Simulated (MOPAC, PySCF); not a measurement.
CH4OS2, SMILES `C[S@](=O)S` (O–S–S–H torsion 85°), neutral singlet in the gas phase. 

Cartesian coordinates (Å):
```xyz
8

C     -0.9984    -0.2627     0.4590
S      0.2336     0.8560    -0.2799
O     -0.1267     0.9793    -1.7034
S      1.8361    -0.5741     0.0021
H     -0.7623    -0.4277     1.5085
H     -1.0154    -1.1974    -0.0992
H     -1.9533     0.2501     0.3545
H      2.7809     0.3466    -0.2532
```
Charge 0, multiplicity 1.

All levels are single points at this geometry (B3LYP-D3(BJ)/def2-TZVP); Pople sets use spherical d functions. Orbital energies aren't observables, and empty levels follow the basis.

| level | HOMO (eV) | LUMO (eV) | gap (eV) | dipole (D) | vertical IE, Delta-SCF (eV) |
|---|---|---|---|---|---|
| B3LYP-D3(BJ)/def2-TZVP in PySCF | -7.06 | -1.60 | 5.46 | 2.80 | 9.38 |
| PBE-D3(BJ)/def2-TZVP in PySCF | -5.98 | -2.23 | 3.74 | 2.54 | – |
| B3LYP/6-31G* in PySCF | -6.82 | -1.46 | 5.36 | 2.66 | 9.24 |
| B3LYP/LANL2DZ in PySCF | -6.91 | -1.94 | 4.97 | 3.44 | – |
| BP86/6-31G* in PySCF | -5.86 | -2.21 | 3.65 | 2.43 | – |
| SVWN5/6-31G* in PySCF | -5.86 | -2.27 | 3.59 | 2.44 | – |
| HF/3-21G in PySCF | -9.90 | 1.91 | 11.82 | 3.49 | – |
| AM1 in MOPAC | -9.75 | -1.62 | 8.13 | 3.78 | – |
| PM7 in MOPAC | -9.08 | -1.25 | 7.83 | 3.43 | – |
